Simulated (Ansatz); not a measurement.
def2 core potentials replace the inner electrons of Sn.

B3LYP has the VWN-RPA correlation part, as in Gaussian. 

Cartesian coordinates (Å):
SMILES: C=CC[CH2][Sn]([OH])([OH])[OH]
```xyz
18

C      3.4724     0.0842     0.1334
C      2.4178    -0.0264    -0.6752
C      1.0285     0.4204    -0.3386
C      0.0488    -0.7544    -0.3045
Sn    -1.9219    -0.1308     0.2161
O     -2.9166     0.6286    -1.3221
O     -1.8810     1.3023     1.5868
O     -3.0633    -1.5662     0.9677
H      3.3839     0.5428     1.1240
H      4.4621    -0.2718    -0.1641
H      2.5477    -0.4937    -1.6606
H      0.6911     1.1573    -1.0892
H      1.0293     0.9424     0.6318
H     -0.0225    -1.2614    -1.2796
H      0.3504    -1.5079     0.4392
H     -3.2901     1.4870    -1.0873
H     -2.4394     1.0662     2.3376
H     -3.8972    -1.6184     0.4847
```
Charge 0, multiplicity 1.

### Question
What is the computed HOMO, dipole moment, vertical ionisation energy (Delta-SCF), total energy and adiabatic ionisation energy (no zero-point term) (B3LYP-D3(BJ)/def2-TZVP // PBE0-D3(BJ)/def2-SVP (Ansatz, a quantum-chemistry and plane-wave program))?

### Answer

```
Quantity                                                Result
------------------------------------------------  ------------
HOMO                                                  -7.40 eV
dipole moment                                           0.64 D
vertical ionisation energy (Delta-SCF)                 9.29 eV
total energy                                      -598.7222 Ha
adiabatic ionisation energy (no zero-point term)       8.84 eV
```
